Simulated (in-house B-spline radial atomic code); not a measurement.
Checks on a self-consistent run for Ga⁶⁺, [Ne] 3s2 (3p1/2)1 (3p3/2)4 3d8. Level of theory: Dirac-Hartree-Fock, average of the jj configuration, Fermi nucleus of rms radius 3.9973 fm; calculated with a B-spline radial code for spherical atoms.

| orbital | q | ε (Eh) | <1/r> | <r²> | small-component weight |
| --- | --- | --- | --- | --- | --- |
| 1s1/2 | 2 | -388.56365 | 31.3086 | 0.00317491 | 0.012555 |
| 2s1/2 | 2 | -53.84539 | 6.9202 | 0.0553578 | 0.0024385 |
| 2p1/2 | 2 | -47.94810 | 6.83694 | 0.0435861 | 0.0023973 |
| 2p3/2 | 4 | -46.98175 | 6.67535 | 0.0448665 | 0.00236 |
| 3s1/2 | 2 | -10.66522 | 2.24435 | 0.460066 | 0.00056983 |
| 3p1/2 | 1 | -8.82335 | 2.13985 | 0.482087 | 0.00053195 |
| 3p3/2 | 4 | -8.60067 | 2.09494 | 0.496184 | 0.00051756 |
| 3d3/2 | 3.2 | -5.26560 | 1.8558 | 0.556566 | 0.00042095 |
| 3d5/2 | 4.8 | -5.34399 | 1.85054 | 0.555203 | 0.00041952 |

Electron-electron repulsion V_ee = 651.9363 hartree.

Question: What total energy follows from the eigenvalues?

Answer: The eigenvalues count the repulsion twice, so E = Σqε - V_ee = -1275.699 - 651.936 = -1927.635 hartree; the run printed -1927.635.

Question: Does the Dirac virial theorem hold?

Answer: For a point nucleus E = -2c²Σq·w, with w the small-component weight. Here Σq·w = 0.051324 and c = 137.0360, so the ratio E/(-2c²Σq·w) is 1.000011; the finite nucleus accounts for the departure from 1.

Question: What diamagnetic shielding (Lamb formula) and susceptibility (Langevin formula) do the radii give?

Answer: σ = (α²/3)Σq<1/r> = 146.662/(3·137.036²) = 2603.3 ppm, and χ = -0.79199×10⁻⁶·Σq<r²> = -6.508×10⁻⁶ cm³/mol with Σq<r²> = 8.2166 bohr². Both are non-relativistic formulas without the paramagnetism of open shells.
